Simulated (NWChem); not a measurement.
Everything below was run with NWChem. System: F4Zr, charge -1, spin multiplicity 2, at the geometry of a parent with another charge or spin, in a state set for the comparison that need not be this species' ground state. Its SCF solution wasn't tested for a lower state.

Job file:

```
start mol
memory heap 200 mb stack 900 mb global 1100 mb
charge -1
geometry units angstroms nocenter noautoz
  Zr     0.000000     0.000000     0.000004
  F      0.000000     1.547475    -1.094230
  F      0.000000    -1.547475    -1.094230
  F     -1.547492     0.000000     1.094220
  F      1.547492     0.000000     1.094220
  symmetry group C2v
end
basis spherical
  * library def2-svpd
end
ecp
  Zr library def2-ecp
end
dft
  xc b3lyp
  odft
  mult 2
  semidirect memsize 60000000 filesize 0
  iterations 100
end
task dft energy
```

The output up to the point where the run's verdict is printed (cleaned and shortened):

```
             Northwest Computational Chemistry Package (NWChem) 7.3.0
             --------------------------------------------------------

                                NWChem Input Module
                                -------------------

 Scaling coordinates for geometry "geometry" by  1.889725989
 (inverse scale =  0.529177249)

 Turning off AUTOSYM since
 SYMMETRY directive was detected!

                             Geometry "geometry" -> ""
                             -------------------------

 Output coordinates in angstroms (scale by  1.889725989 to convert to a.u.)

  No.       Tag          Charge          X              Y              Z
 ---- ---------------- ---------- -------------- -------------- --------------
    1 Zr                  40.0000     0.00000000     0.00000000     0.00000400
    2 F                    9.0000     0.00000000     1.54747500    -1.09423000
    3 F                    9.0000     0.00000000    -1.54747500    -1.09423000
    4 F                    9.0000    -1.54749200     0.00000000     1.09422000
    5 F                    9.0000     1.54749200     0.00000000     1.09422000

 Effective nuclear repulsion energy (a.u.)     485.1589316966

            Nuclear Dipole moment (a.u.)
            ----------------------------
        X                 Y               Z
 ---------------- ---------------- ----------------
     0.0000000000     0.0000000000    -0.0000377945

      Symmetry information
      --------------------

 Group name             C2v
 Group number             16
 Group order               4
 No. of unique centers     3

      Symmetry unique atoms

     1    2    4


 Summary of "ao basis" -> "" (spherical)
 ------------------------------------------------------------------------------
       Tag                 Description            Shells   Functions and Types
 ---------------- ------------------------------  ------  ---------------------
 *                         def2-svpd                  on all atoms

                                 NWChem DFT Module
                                 -----------------
[...]
 d= 0,ls=0.5,diis    75   -446.4637282886 -8.56D-05  1.55D-04  2.15D-04    42.2
                                                     4.88D-06  1.22D-04
 d= 0,ls=0.5,diis    76   -446.4638177455 -8.95D-05  1.17D-04  2.24D-04    42.6
                                                     1.69D-05  1.24D-04
 d= 0,ls=0.5,diis    77   -446.4638346567 -1.69D-05  1.21D-04  2.79D-04    43.0
                                                     6.33D-06  1.84D-04
 d= 0,ls=0.5,diis    78   -446.4638734276 -3.88D-05  1.31D-04  3.04D-04    43.5
                                                     4.42D-06  2.06D-04
 d= 0,ls=0.5,diis    79   -446.4639302109 -5.68D-05  1.41D-04  3.20D-04    43.9
                                                     3.75D-06  2.17D-04
 d= 0,ls=0.5,diis    80   -446.4640009609 -7.08D-05  1.55D-04  3.36D-04    44.4
                                                     6.42D-06  2.27D-04
 d= 0,ls=0.5,diis    81   -446.4640983596 -9.74D-05  1.55D-04  3.41D-04    44.9
                                                     2.53D-06  2.26D-04
 d= 0,ls=0.5,diis    82   -446.4641902661 -9.19D-05  1.58D-04  3.63D-04    45.3
                                                     1.43D-06  2.43D-04
 d= 0,ls=0.5,diis    83   -446.4642824092 -9.21D-05  1.23D-04  3.88D-04    45.7
                                                     2.71D-05  2.64D-04
 d= 0,ls=0.5,diis    84   -446.4642648772  1.75D-05  1.19D-04  5.16D-04    46.2
                                                     1.80D-05  4.03D-04
 d= 0,ls=0.5,diis    85   -446.4642543411  1.05D-05  1.14D-04  6.21D-04    46.6
                                                     7.79D-06  5.13D-04
 d= 0,ls=0.5,diis    86   -446.4642751455 -2.08D-05  1.18D-04  6.67D-04    47.1
                                                     4.91D-06  5.57D-04
 d= 0,ls=0.5,diis    87   -446.4643133276 -3.82D-05  1.17D-04  6.94D-04    47.6
                                                     3.22D-06  5.81D-04
 d= 0,ls=0.5,diis    88   -446.4643565050 -4.32D-05  1.15D-04  7.19D-04    48.1
                                                     2.96D-06  6.03D-04
 d= 0,ls=0.5,diis    89   -446.4643955873 -3.91D-05  1.11D-04  7.54D-04    48.5
                                                     1.81D-06  6.37D-04
 d= 0,ls=0.5,diis    90   -446.4644387468 -4.32D-05  1.10D-04  7.84D-04    49.0
                                                     1.35D-06  6.65D-04
 d= 0,ls=0.5,diis    91   -446.4644911740 -5.24D-05  1.31D-04  8.05D-04    49.4
                                                     9.84D-06  6.83D-04
 d= 0,ls=0.5,diis    92   -446.4646010333 -1.10D-04  2.54D-04  7.82D-04    49.9
                                                     3.79D-05  6.54D-04
 d= 0,ls=0.5,diis    93   -446.4649249093 -3.24D-04  2.65D-04  6.40D-04    50.3
                                                     1.85D-05  4.86D-04
 d= 0,ls=0.5,diis    94   -446.4652024908 -2.78D-04  2.21D-04  6.26D-04    50.8
                                                     2.63D-05  4.57D-04
 d= 0,ls=0.5,diis    95   -446.4652736679 -7.12D-05  2.07D-04  8.14D-04    51.3
                                                     1.73D-05  6.58D-04
 d= 0,ls=0.5,diis    96   -446.4653403974 -6.67D-05  2.41D-04  9.65D-04    51.8
                                                     1.49D-05  8.16D-04
 d= 0,ls=0.5,diis    97   -446.4655546513 -2.14D-04  2.65D-04  9.44D-04    52.3
                                                     1.14D-05  7.82D-04
 d= 0,ls=0.5,diis    98   -446.4657701995 -2.16D-04  2.77D-04  9.68D-04    52.8
                                                     8.03D-06  7.99D-04
 d= 0,ls=0.5,diis    99   -446.4659931040 -2.23D-04  2.64D-04  9.85D-04    53.4
                                                     4.10D-05  8.15D-04
 d= 0,ls=0.5,diis   100   -446.4659411495  5.20D-05  2.70D-04  1.34D-03    53.9
                                                     2.02D-05  1.20D-03
```

Convergence was not reached. The next line reads: Calculation failed to converge. NWChem stopped with the message: dft energy failed.
